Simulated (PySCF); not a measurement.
**InBr: mean field, correlation and small terms against distance**

State: ¹Σ⁺, singlet, closed shell. RHF-based CCSD(T) in PySCF 2.14 with In cc-pwCVDZ-PP with ECP28, Br aug-cc-pVDZ-PP with ECP10 and In cc-pwCVTZ-PP with ECP28, Br aug-cc-pVTZ-PP with ECP10 (frozen core orbitals: 13; scalar-relativistic core potentials). Correlation energies are extrapolated as n⁻³ (n = 2, 3), Hartree–Fock as (n+1)·exp(−9√n). CV is the change on freezing 8 orbitals instead, in In cc-pwCVTZ-PP with ECP28, Br cc-pwCVTZ-PP with ECP10. All energies in eV from In + Br.

| R (Å) | HF/CBS | CCSD corr. | (T) | CV | total |
| --- | --- | --- | --- | --- | --- |
| 2.2706 | -2.469 | -1.038 | -0.1370 | -0.0555 | -3.699 |
| 2.3738 | -2.833 | -1.002 | -0.1373 | -0.0447 | -4.017 |
| 2.4770 | -3.012 | -0.972 | -0.1380 | -0.0364 | -4.158 |
| 2.5802 | -3.064 | -0.946 | -0.1387 | -0.0299 | -4.179 |
| 2.6834 | -3.030 | -0.923 | -0.1392 | -0.0250 | -4.118 |
| 2.8124 | -2.910 | -0.897 | -0.1394 | -0.0204 | -3.968 |
| 2.9415 | -2.739 | -0.874 | -0.1392 | -0.0172 | -3.769 |

A fit to the total gives Re = 2.5494 Å, De = 4.183 eV, ωe = 222.8 cm⁻¹, Be = 0.05544 cm⁻¹ (masses 114.9039 and 78.9183 u).

**Question.** At R = 2.5802 Å the CCSD correlation energy is -0.423276 hartree in the smaller basis and -0.631861 in the larger. Extrapolate it.

**Answer.** (3³·E3 − 2³·E2)/(3³ − 2³) = -0.71969 hartree; the larger basis holds 87.8 % of it.

The T1 diagnostic is 0.016. The open-shell atoms are computed with UHF. Spin–orbit coupling, excitations beyond (T) and corrections to the Born–Oppenheimer picture are left out, and spin–orbit coupling matters for open p, d or f shells this heavy.
